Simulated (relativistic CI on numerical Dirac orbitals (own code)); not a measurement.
## One change at a time: Er XXXV

Base calculation: Dirac-Coulomb-Breit CI, KLI orbitals optimised for each configuration, QED by a radiative potential, unscaled Slater integrals.

Configuration list (outside the closed core [Ar] 3d10): 4s²4p⁴, 4s4p⁵, 4s²4p³4d, 4p⁶, 4s4p⁴4d, 4s²4p³4f, 4s4p⁴4f, 4p⁵4d, 4s4p³4d², 4s²4p²4d4f, 4p⁵4f, 4p⁴4d², 4p³4d³, 4p³4d²4f. Double excitations out of closed p, d and f shells are left out; levels of such configurations are missing from the list, as are those of other unlisted configurations, and high levels can miss mixing partners.

The lowest level and the first level of each name with at least 55 % of one term (blank where a level has no safe partner in the second run):

```tsv
Level	Base (cm⁻¹)	Shift (cm⁻¹)
4s²4p⁴ ³P2	0	0
4s²4p⁴ ¹S0	72072	-5138
4s²4p⁴ ³P1	463448	+1647
4s²4p⁴ ¹D2	497445	+3591
4s²4p⁴ ³P0	991952	+3330
4s²4p³4d ³G°5	1643114	+11255
4s4p⁴4d ⁵F5	2266166	
4s4p⁴4d ³P0	2282294	
4s4p⁴4d ³D1	2292909
```

At this charge energies of transitions that change n are usually good to better than 1 %, and those within a shell (Δn = 0) to a few per cent.

(1) One thing was changed in a second run, which moved the levels as shown. Which?
A. only the first 3 configurations
B. Breit term removed
C. QED terms removed

## Answers

(1) A. Only the first 3 configurations. With fewer configurations the levels that remain lose their mixing partners.

LS names give the leading component of a level, which can be under half, so a name can repeat, a term be missing and a line seem to break the LS rules.
